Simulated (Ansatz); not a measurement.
Species: sum formula TaOCl2, charge 1, multiplicity 1. 
Geometry from a B3LYP-D3(BJ)/def2-TZVP (Ansatz, a first-principles code) optimisation:
```xyz
4

Ta    -0.2628    -0.0417     0.2319
O     -1.1273    -1.2634    -0.5513
Cl    -0.1395     1.6327    -1.2423
Cl     1.7984    -0.8593     0.5061
```
Charge +1, spin multiplicity 1.

Basis-set convergence of Hartree-Fock and CCSD correlation energies (hartree) with Ansatz. Valence correlation only, unless marked. No spin-orbit coupling. The frozen core is the preceding noble-gas configuration, with the filled d and f shells of earlier blocks. In def2 rows, elements after Kr have scalar-relativistic effective core potentials.

```csv
basis,functions,E(HF),"E(corr, CCSD)"
def2-SVP,82,-1049.73238,-0.61610
def2-TZVPP,171,-1050.17435,-0.78681
def2-QZVPP,278,-1050.20558,-0.84222
```

Extrapolating the two largest sets (X = 3 and 4) as X^-3: E(corr) = (64·(-0.84222) - 27·(-0.78681))/37 = -0.8827 Eh, an estimate of the basis-set limit. The largest set recovers 95.4 % of it, the smallest 69.8 %.
